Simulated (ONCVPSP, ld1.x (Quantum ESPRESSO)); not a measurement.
## Potentials for Li (Z = 3) compared

Generated with ld1.x 7.5 (TM, RRKJ, ultrasoft, PAW), atompaw 4.2 or ONCVPSP 4.0.1. The cutoff is in Ry: for ld1.x and atompaw files where the sum of valence levels is converged to 10 mRy in a Bessel basis, for ONCV files where the hardest occupied wave has 1 mHa per electron of residual kinetic energy. The error is the largest all-electron minus pseudo excitation energy over each file’s own four to seven test configurations (ionisations up to +4, promotions, holes and added fractions of an electron), all of which were solved. The labels leave out finer settings (local radius, basis sizes, second energies), which also bear on the numbers. Spin-polarised tests are not counted. The rows are a selection from randomly drawn settings: files with unsolved tests, undetermined cutoffs or missed reference levels are left out.

```csv
potential,cutoff (Ry),largest error (meV),bound ghosts
"ONCV, PBEsol, scalar-relativistic, rc 1.05/1.00/0.95 (spd), local smoothed, core correction no, reference 1s2 2s1, qcut 8.6/8.6/8.5, projectors 2/2/2",143,+710,none
"ONCV, PBE, scalar-relativistic, rc 1.05/1.05/0.80 (spd), local smoothed, core correction no, reference 1s2 2s1, qcut 10.5/7.3/11, projectors 2/2/3",85,+729,none
"ONCV, LDA (Perdew-Wang 92), non-relativistic, rc 0.95/1.00/0.80 (spd), local smoothed, core correction no, reference 1s2 2s0.75, qcut 13.1/6.7/13.5, projectors 2/2/2",123,+0.2,none
"ONCV, LDA (Perdew-Zunger), scalar-relativistic, rc 1.15/4.00/3.15 (spd), local smoothed, core correction no, reference 1s2 2s0.5 2p0.5, qcut 11.2/1.7/3.3, projectors 2/2/2",83,+827,none
```

Fill in the row for Li: TM, LDA (PZ), non-relativistic, rc 2.85/4.20 (sp), local smoothed, core correction no, reference 2s1 2p0.

cutoff 6 Ry, largest error +5.9 meV, bound ghosts: none.

Fill in the row for Li: ONCV, PBE, fully relativistic, rc 1.25/1.10/1.30 (spd), local smoothed, core correction no, reference 1s2 2s1, qcut 10.5/7.4/7.4, projectors 2/1/3.

cutoff 72 Ry, largest error +1075 meV, bound ghosts: none.
